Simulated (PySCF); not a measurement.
## Electron correlation in Mn³⁺ (manganese, charge +3)

[Ar] 3d4, high-spin 5D determinant. All numbers are calculated (PySCF 2.14, the spin-free X2C one-electron Hamiltonian (Gaussian nucleus), in x2c-TZVPPall (6s5p4d2f1g, 64 functions)). Frozen: [Ar]; 4 electrons correlated.

| level | correlation energy (mhartree) |
| --- | --- |
| CCSD | -42.07 |
| (T) | -0.20 |
| CCSD(T) | -42.27 |

Diagnostics: T1 = 0.0022, D1 = 0.0031, largest double amplitude 0.012.

Problem. Is a single reference adequate?

Solution. Yes: T1 lies below 0.03 and no double amplitude reaches 0.07.
